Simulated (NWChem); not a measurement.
System meant: C$_{2}$H$_{5}$ClSi; SMILES C=C([SiH3])Cl

Here is an NWChem input.

```
start job
memory heap 200 mb stack 900 mb global 1100 mb
geometry units angstroms noautosym nocenter noautoz
  C      1.801764     0.296516     0.000000
  C      0.467818     0.114921     0.000000
  Si    -0.430106    -1.547477     0.000000
  Cl    -0.621908     1.499465     0.000000
  H      2.470446    -0.578725     0.000000
  H      2.258444     1.299341     0.000000
  H     -1.297783    -1.650331    -1.221856
  H      0.593730    -2.648830     0.000000
  H     -1.297783    -1.650331     1.221856
end
basis spherical
  C library 6-31g*
  Si library 6-31g*
  Cl library 6-31g*
  H library 6-31g*
end
dft
  xc m06-l
  iterations 150
end
property
  shielding 8 1 2 3 4 5 6 7 8
end
task dft property
```

End of the output:

```
 Vector   27  Occ=0.000000D+00  E= 2.802020D-02
              MO Center= -3.5D-01, -1.5D+00,  9.1D-10, r^2= 4.8D+00
   Bfn.  Coefficient  Atom+Function         Bfn.  Coefficient  Atom+Function
  ----- ------------  ---------------      ----- ------------  ---------------
    40      1.088276  3 Si py                20     -0.587419  2 C  s
    72      0.530994  8 H  s                 22      0.469646  2 C  py
    36      0.390512  3 Si py                66      0.349486  5 H  s
    39      0.309744  3 Si px                56     -0.272434  4 Cl s
    18      0.259183  2 C  py                68     -0.225375  6 H  s

 center of mass
 --------------
 x =  -0.07800663 y =   0.18095787 z =   0.00000000

 moments of inertia (a.u.)
 ------------------
         584.222837750903           8.285668682179           0.000000000000
           8.285668682179         279.174383768499           0.000000000000
           0.000000000000           0.000000000000         841.904924109678

     Multipole analysis of the density
     ---------------------------------

     L   x y z        total         alpha         beta         nuclear
     -   - - -        -----         -----         ----         -------
     0   0 0 0     -0.000000    -24.000000    -24.000000     48.000000

     1   1 0 0      0.491322      0.481285      0.481285     -0.471249
     1   0 1 0     -0.378258     -1.196328     -1.196328      2.014397
     1   0 0 1     -0.000000     -0.000000     -0.000000      0.000000

     2   2 0 0    -27.403003    -93.837741    -93.837741    160.272479
     2   1 1 0      0.626277     -1.845262     -1.845262      4.316800
     2   1 0 1      0.000000      0.000000      0.000000      0.000000
     2   0 2 0    -29.343000   -169.730285   -169.730285    310.117571
     2   0 1 1     -0.000000     -0.000000     -0.000000      0.000000
     2   0 0 2    -30.510587    -20.586650    -20.586650     10.662713

          -----------------------------------------
          Chemical Shielding Tensors (GIAO, in ppm)
          -----------------------------------------

 ------------------------------------------------------------------------
  xm06: d2 not coded                    0
 ------------------------------------------------------------------------
 ------------------------------------------------------------------------
  current input line :
    27: task dft property
 ------------------------------------------------------------------------
 ------------------------------------------------------------------------
 This error has not yet been assigned to a category
 ------------------------------------------------------------------------
 For more information see the NWChem manual at https://nwchemgit.github.io

0: xm06: d2 not coded:Received an Error in Communication
```

What is wrong, and how is it mended?

The program stopped with an error. Cause: this functional's second derivatives, which shieldings need, aren't coded here; the fix takes a hybrid GGA instead. This input runs:
```
start job
memory heap 200 mb stack 900 mb global 1100 mb
geometry units angstroms noautosym nocenter noautoz
  C      1.801764     0.296516     0.000000
  C      0.467818     0.114921     0.000000
  Si    -0.430106    -1.547477     0.000000
  Cl    -0.621908     1.499465     0.000000
  H      2.470446    -0.578725     0.000000
  H      2.258444     1.299341     0.000000
  H     -1.297783    -1.650331    -1.221856
  H      0.593730    -2.648830     0.000000
  H     -1.297783    -1.650331     1.221856
end
basis spherical
  C library 6-31g*
  Si library 6-31g*
  Cl library 6-31g*
  H library 6-31g*
end
dft
  xc pbe0
  iterations 150
end
property
  shielding 8 1 2 3 4 5 6 7 8
end
task dft property
```
It converges to -828.46417 Ha (PBE0/6-31G* (spherical d), GIAO).
